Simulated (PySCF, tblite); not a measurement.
Isomers of [C5H8NSi]- (charge -1). All values are computed: GFN2-xTB (tblite) harmonic vibrations without scaling, gas phase. This tight-binding method is rough: wavenumbers can miss measured ones by several per cent, in bad cases by 10 to 20. Modes of hydrogen on silicon can be 10 to 20 % off. One conformer each.

Electronic energies: PBE0/pcSseg-1 single points on the GFN2-xTB geometries (PySCF, gas phase).

```
           SMILES  electronic energy, lowest = 0 (kJ/mol)
  C=C[Si-](C#N)CC                                    16.8
  C=CC[Si-](C)C#N                                     6.7
C=C(C)[Si-](C)C#N                                     0.0
[SiH3]N[c-]1cccc1                                    16.3
 C/C=C\C[SiH-]C#N                                    20.5
```

Problem. How do GFN2-xTB zero-point energies change the relative energies?

Solution. 
```
           SMILES  ZPE (kJ/mol)  of it from modes above 1550 cm⁻¹  electronic (kJ/mol)  with ZPE, lowest = 0 (kJ/mol)  lowest mode (cm⁻¹)  rings
C=C(C)[Si-](C)C#N         297.3                             165.5                  0.0                            0.0                  57      0
  C=CC[Si-](C)C#N         296.4                             165.8                  6.7                            5.8                  39      0
[SiH3]N[c-]1cccc1         281.2                             129.3                 16.3                            0.2                  55      1
  C=C[Si-](C#N)CC         298.9                             164.4                 16.8                           18.4                  61      0
 C/C=C\C[SiH-]C#N         293.2                             159.2                 20.5                           16.5                  31      0
```

The zero-point energies span 17.7 kJ/mol, from `[SiH3]N[c-]1cccc1` to `C=C[Si-](C#N)CC`. The lowest isomer stays, but the order above it changes.

Problem. And how do the electronic energies of GFN2-xTB itself compare?

Solution. `C=C(C)[Si-](C)C#N` 310.1; `C=CC[Si-](C)C#N` 316.9; `[SiH3]N[c-]1cccc1` 0.0; `C=C[Si-](C#N)CC` 330.3; `C/C=C\C[SiH-]C#N` 297.0 kJ/mol, lowest = 0. Against the energies above, taken from the same isomer `C=C(C)[Si-](C)C#N`, the largest difference is 326.4 kJ/mol.

Problem. What do entropy and thermal enthalpy add at 298.15 K and 1 bar (rigid rotor, harmonic oscillator, one conformer each)?

Solution. 
```tsv
SMILES	point group	symmetry number	S (J/(mol K))	H − H(0) (kJ/mol)	ZPE + H − H(0) − TS (kJ/mol)
C=C(C)[Si-](C)C#N	C1	1	404.4	28.35	205.0
C=CC[Si-](C)C#N	C1	1	407.8	28.12	202.9
[SiH3]N[c-]1cccc1	C1	1	364.9	23.44	195.8
C=C[Si-](C#N)CC	C1	1	399.4	27.53	207.3
C/C=C\C[SiH-]C#N	C1	1	407.4	27.14	198.9
```
